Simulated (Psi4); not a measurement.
lead atom (Pb), triplet (core potentials on Pb); BLYP/def2-SVP in Psi4.

The Psi4 input:
```
memory 2 GB

molecule {
0 3
  Pb    0.00000000    0.00000000    0.00000000
}

set basis def2-svp
set reference uks

energy('blyp')
print_variables()
```

Output, abridged:

```
   => Loading Basis Set <=

    Name: DEF2-SVP
    Role: ORBITAL
    Keyword: BASIS

    !!!  WARNING: ECP capability is in beta. Please check occupations closely.  !!!

         ---------------------------------------------------------
                                   SCF
               by Justin Turney, Rob Parrish, Andy Simmonett
                          and Daniel G. A. Smith
                              UKS Reference
         ---------------------------------------------------------

  ==> Geometry <==

    Molecular point group: d2h
    Geometry (in Angstrom), charge = 0, multiplicity = 3:

       Center              X                  Y                   Z               Mass
    ------------   -----------------  -----------------  -----------------  -----------------
         PB           0.000000000000     0.000000000000     0.000000000000   207.976652500000

  Running in d2h symmetry.

  Rotational constants: A = ************  B = ************  C = ************ [cm^-1]
  Rotational constants: A = ************  B = ************  C = ************ [MHz]
  Nuclear repulsion =    0.000000000000000

  Charge       = 0
  Multiplicity = 3
  Electrons    = 22
  Nalpha       = 12
  Nbeta        = 10

  ==> Algorithm <==

  SCF Algorithm Type is DF.
  DIIS enabled.
  MOM disabled.
  Fractional occupation disabled.
  Guess Type is CORE.
  Energy threshold   = 1.00e-06
  Density threshold  = 1.00e-06
  Integral threshold = 1.00e-12

  ==> Primary Basis <==

  Basis Set: DEF2-SVP
    Blend: DEF2-SVP
    Number of shells: 10
    Number of basis functions: 26
    Number of Cartesian functions: 28
    Spherical Harmonics?: true
    Max angular momentum: 2

  Core potential: DEF2-SVP
    Number of shells: 4
    Number of ECP primitives: 18
    Number of ECP core electrons: 60
    Max angular momentum: 3

  ==> DFT Potential <==

   => LibXC <=

    Version 7.1.2
    S. Lehtola, C. Steigemann, M. J. T. Oliveira, and M. A. L. Marques,  SoftwareX 7, 1–5 (2018) (10.1016/j.softx.2017.11.002)

   => Composite Functional: BLYP <=

    BLYP GGA Exchange-Correlation Functional

    P.J. Stephens et. al., J. Phys. Chem., 98, 11623-11627, 1994
    B. Miehlich et. al., Chem. Phys. Lett., 157(3), 200-206 1989

    Deriv               =              1
    GGA                 =           TRUE
    Meta                =          FALSE

    Exchange Hybrid     =          FALSE
    MP2 Hybrid          =          FALSE

   => Exchange Functionals <=

    1.0000     XC_GGA_X_B88

   => Correlation Functionals <=

    1.0000     XC_GGA_C_LYP

   => LibXC Density Thresholds  <==

    XC_GGA_C_LYP:  1.00E-14
    XC_GGA_X_B88:  1.00E-15

   => Molecular Quadrature <=

    Radial Scheme          =       TREUTLER
    Pruning Scheme         =           NONE
    Nuclear Scheme         =       TREUTLER

    Blocking Scheme        =         OCTREE
    BS radius alpha        =              1
    Pruning alpha          =              1
    Radial Points          =             75
    Spherical Points       =            302
    Total Points           =          19926
    Total Blocks           =            220
    Max Points             =            251
    Max Functions          =             26
    Weights Tolerance      =       1.00E-15

   => Loading Basis Set <=

    Name: (DEF2-SVP AUX)
    Role: JKFIT
    Keyword: DF_BASIS_SCF

  ==> Integral Setup <==

  SCF_SUBTYPE=INCORE selected. In-core MEM_DF algorithm will be used.
  Using in-core AOs.

  ==> MemDFJK: Density-Fitted J/K Matrices <==

    J tasked:                   Yes
    K tasked:                    No
    wK tasked:                   No
    Algorithm:                 Core
    Schwarz Cutoff:           1E-12
    Mask sparsity (%):       0.0000
    Fitting Condition:        1E-10

   => Auxiliary Basis Set <=

  Basis Set: (DEF2-SVP AUX)
    Blend: DEF2-UNIVERSAL-JKFIT
    Number of shells: 53
    Number of basis functions: 251
    Number of Cartesian functions: 361
    Spherical Harmonics?: true
[...]
    NB   [     4,    1,    1,    1,    0,    1,    1,    1 ]

   @DF-UKS iter  87:  -192.80558224684393    1.37242e-04   2.99250e-03 DIIS/ADIIS
   @DF-UKS iter  88:  -192.80223352954857    3.34872e-03   5.61635e-03 DIIS/ADIIS
   @DF-UKS iter  89:  -192.80491216806189   -2.67864e-03   3.66093e-03 DIIS/ADIIS
   @DF-UKS iter  90:  -192.80426858391854    6.43584e-04   4.21131e-03 DIIS/ADIIS
   @DF-UKS iter  91:  -192.80385113944979    4.17444e-04   4.54492e-03 DIIS/ADIIS
    Occupation by irrep:
             Ag   B1g   B2g   B3g    Au   B1u   B2u   B3u
    DOCC [     4,    1,    1,    1,    0,    1,    1,    1 ]
    SOCC [     0,    0,    0,    0,    0,    1,    1,    0 ]
    NA   [     4,    1,    1,    1,    0,    2,    2,    1 ]
    NB   [     4,    1,    1,    1,    0,    1,    1,    1 ]

   @DF-UKS iter  92:  -192.80519369158301   -1.34255e-03   3.39112e-03 DIIS/ADIIS
    Occupation by irrep:
             Ag   B1g   B2g   B3g    Au   B1u   B2u   B3u
    DOCC [     4,    1,    1,    1,    0,    1,    1,    1 ]
    SOCC [     0,    0,    0,    0,    0,    1,    0,    1 ]
    NA   [     4,    1,    1,    1,    0,    2,    1,    2 ]
    NB   [     4,    1,    1,    1,    0,    1,    1,    1 ]

   @DF-UKS iter  93:  -192.80540788360770   -2.14192e-04   3.17313e-03 DIIS/ADIIS
   @DF-UKS iter  94:  -192.80542314755940   -1.52640e-05   3.15714e-03 DIIS/ADIIS
   @DF-UKS iter  95:  -192.80544971342772   -2.65659e-05   3.13343e-03 DIIS/ADIIS
    Occupation by irrep:
             Ag   B1g   B2g   B3g    Au   B1u   B2u   B3u
    DOCC [     4,    1,    1,    1,    0,    1,    1,    1 ]
    SOCC [     0,    0,    0,    0,    0,    1,    1,    0 ]
    NA   [     4,    1,    1,    1,    0,    2,    2,    1 ]
    NB   [     4,    1,    1,    1,    0,    1,    1,    1 ]

   @DF-UKS iter  96:  -192.80567236609937   -2.22653e-04   2.88338e-03 DIIS/ADIIS
   @DF-UKS iter  97:  -192.80548280174750    1.89564e-04   3.09251e-03 DIIS/ADIIS
    Occupation by irrep:
             Ag   B1g   B2g   B3g    Au   B1u   B2u   B3u
    DOCC [     4,    1,    1,    1,    0,    1,    1,    1 ]
    SOCC [     0,    0,    0,    0,    0,    0,    1,    1 ]
    NA   [     4,    1,    1,    1,    0,    1,    2,    2 ]
    NB   [     4,    1,    1,    1,    0,    1,    1,    1 ]

   @DF-UKS iter  98:  -192.80559965419485   -1.16852e-04   2.96208e-03 DIIS/ADIIS
   @DF-UKS iter  99:  -192.80524944944432    3.50205e-04   3.35393e-03 DIIS/ADIIS
   @DF-UKS iter 100:  -192.80480183268665    4.47617e-04   3.77813e-03 DIIS/ADIIS

PsiException: Could not converge SCF iterations in 100 iterations.

  Failed to converge.

Traceback (most recent call last):
  File "psi4", line 375, in <module>
  File "<string>", line 22, in <module>
  File "site-packages/psi4/driver/driver.py", line 533, in energy
  File "site-packages/psi4/driver/procrouting/proc.py", line 2760, in run_scf
  File "site-packages/psi4/driver/procrouting/proc.py", line 2047, in scf_helper
  File "site-packages/psi4/driver/procrouting/scf_proc/scf_iterator.py", line 93, in scf_compute_energy
  File "site-packages/psi4/driver/procrouting/scf_proc/scf_iterator.py", line 86, in scf_compute_energy
  File "site-packages/psi4/driver/procrouting/scf_proc/scf_iterator.py", line 609, in scf_iterate

psi4.driver.p4util.exceptions.SCFConvergenceError: Could not converge SCF iterations in 100 iterations.

Printing out the relevant lines from the Psithon --> Python processed input file:
      Pb    0.00000000    0.00000000    0.00000000
    """)
    core.IO.set_default_namespace("")
    core.set_global_option("BASIS", "def2-svp")
    core.set_global_option("REFERENCE", "uks")
--> energy('blyp')
    print_variables()

!-------------------------------------------------------!
!                                                       !
!  Could not converge SCF iterations in 100 iterations. !
!                                                       !
!-------------------------------------------------------!
```

Convergence was not reached.
